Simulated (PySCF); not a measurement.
# Sb²⁴⁺: fine-structure interval

Sb²⁴⁺ [Ar] 3d9 [3d3/2^4 3d5/2^5, M_J = 5/2] → Sb²⁴⁺ [Ar] 3d9 [3d3/2^3 3d5/2^6, M_J = 3/2], as a difference of total energies. Calculation: PySCF 2.14, in an even-tempered Gaussian basis (17 s from 3.2 bohr⁻², ratio 2.8; 12 p from 4.2 bohr⁻², ratio 2.8; 8 d from 4.2 bohr⁻², ratio 2.8; 3 f from 18 bohr⁻², ratio 3); the two-component X2C-1e Hamiltonian. Correlated levels: [Ne] frozen; the 76 highest virtual spinors dropped. "Screened" scales the spin-orbit matrix elements by Boettger's factors to mimic the two-electron term; Breit and QED terms are absent.

```csv
method,fine-structure interval (cm⁻¹)
GHF (screened spin-orbit),83034
GMP2 (screened spin-orbit),82903
GHF (bare spin-orbit),103400
```
